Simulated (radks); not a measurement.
Values are calculated unless marked as measured or tabulated.
Task: Code: a radial shooting solver on a logarithmic mesh with Libxc functionals. Model: scalar-relativistic Kohn-Sham, LDA (Slater exchange, VWN5 correlation), spin-polarised, spherical densities, finite nucleus; open shells are filled with parallel spins first (spin-orbit coupling, left out, can overturn this in heavy ions); Fermi nuclear charge, rms radius of each element as measured or else 0.836 A^(1/3) + 0.57 fm. Response by self-consistent Sternheimer equations with the Hartree and adiabatic LDA kernel, the relativistic mass of each level held fixed and spin-orbit coupling left out. For heavy and open-shell atoms this level of theory can miss by tens of per cent. Estimate the static dipole polarisabilities of Pm3+ ([Xe] 4f4) and Lu3+ ([Xe] 4f14) and the C6 coefficients of the three pairs.

Result: alpha = 6.663 and 4.514 bohr^3; C6 = 38.96 (Pm3+-Pm3+), 29.22 (Pm3+-Lu3+), 22.20 (Lu3+-Lu3+) hartree bohr^6.
